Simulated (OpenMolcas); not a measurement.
**Pd2+: moving the ligands**

Pd2+ with 6 ligands (chloride) in octahedral coordination (Oh) at 2.62 Å. A charge of +0.667 e stands 2.6 Å behind each ligand. Ligand basis ANO-RCC-VDZP.
```
Pd    0.0000    0.0000    0.0000
Cl    2.6200    0.0000    0.0000
Cl    0.0000    2.6200    0.0000
Cl   -2.6200    0.0000    0.0000
Cl    0.0000   -2.6200    0.0000
Cl    0.0000    0.0000    2.6200
Cl    0.0000    0.0000   -2.6200
```

| Property | Result |
| --- | --- |
| Program | OpenMolcas |
| Method | SS-CASPT2, IPEA 0.25 Eh, imaginary shift 0.1 Eh (closed shells correlated: 4s 4p and the ligand valence shells) |
| Basis | ANO-RCC-VDZP [6s5p3d1f] |
| Scalar Hamiltonian | DKH2, point nucleus |
| Active space | 8 electrons in 5 orbitals (4d) |
| State averaging | 2S+1 = 3 even, 10 roots; 2S+1 = 1 even, 15 roots |
| Spin-orbit coupling | state interaction with AMFI integrals over the reference wave functions |

Runs around this geometry, states (labels of O, the rotations of Oh). Energies in cm-1 above the lowest state or level, χT in cm3 K/mol.

```tsv
R (Å)	Ground state	First state of that spin	First gap with spin-orbit (degeneracies)	χT at 300 K	First state of another spin
2.51	3A2	3T2 11020	6510 (3, 2)	1.443	1E 6870
2.62	3A2	3T2 8620	6330 (3, 2)	1.588	1E 7210
2.69	3A2	3T2 7570	5930 (3, 2)	1.680	1E 7340
```

Taking the first state of the same spin as R^-n, n = -ln(7570 / 11020) / ln(2.69 / 2.51) = 5.4 between the shortest and longest distance.

Roots that are degenerate in the reference are averaged as groups; the widest CASPT2 spread within a group is 1000 cm-1 (the 3-fold group of multiplicity 1 near 20400 cm-1 above the lowest state of its run, R = 2.62). Shifts and gaps below about the spread of the groups concerned are not significant. Over all roots computed the reference weight is 0.64 to 0.66 in R = 2.51, 0.65 to 0.66 in R = 2.62, 0.65 to 0.67 in R = 2.69; a low but even weight reflects the number of correlated electrons. Real 4d8 and 5d8 ions are as a rule square planar and diamagnetic. Ligand-to-metal charge-transfer states are missing. These CASPT2 states fit no ligand-field parameters well, so their order and spin gaps are uncertain. With no ligand orbital active B as a rule stays too high, so bands that hang on it stand too high and its fall with covalency is understated. With one d shell and no ligand orbital active, 10Dq can be off by a tenth or more. The least metal-like active orbital is 85 % on the metal (Löwdin) and no ligand orbital is active, so the numbers are rough (holds for R = 2.51). No measured value stands beside these numbers; the geometry was imposed, not optimised, and the real ion may take another.
